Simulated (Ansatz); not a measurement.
MoO3⁺. Charge 1, multiplicity 4. Geometry B3LYP-D4/def2-TZVP; atoms count from 1.

| atom | x (Å) | y (Å) | z (Å) |
| --- | --- | --- | --- |
| Mo1 | -0.059 | -0.261 | -0.211 |
| O2 | -0.041 | 1.268 | -1.241 |
| O3 | -1.396 | -0.360 | 0.753 |
| O4 | 1.496 | -0.647 | 0.699 |

In the def2 sets Mo takes a core potential; there is no spin–orbit coupling. At PBE0-D4/def2-TZVP a doublet of charge 1 lies 2.16 eV below the quartet, each at its own geometry. The structure comes from a short search, and lower isomers may exist.

(1) Estimate the Mulliken populations from the PBE0/def2-TZVP orbitals of Ansatz.

(2) Where does the spin sit?

(3) And the Mayer bond orders between heavy atoms (over 0.3)?

Results:

(1) 
```tsv
atom	charge (e)	spin (α − β)	d electrons
Mo1	1.69	0.69	3.78
O2	-0.20	1.04	–
O3	-0.29	0.22	–
O4	-0.20	1.04	–
```
Mulliken values depend strongly on the basis.

(2) Summed by element: Mo 0.69, O 2.31, of 3 unpaired in all. Largest on single atoms: O4 1.04, O2 1.04, Mo1 0.69.

(3) Mo1–O2 1.22 (1.84 Å); Mo1–O3 2.15 (1.65 Å); Mo1–O4 1.22 (1.84 Å).
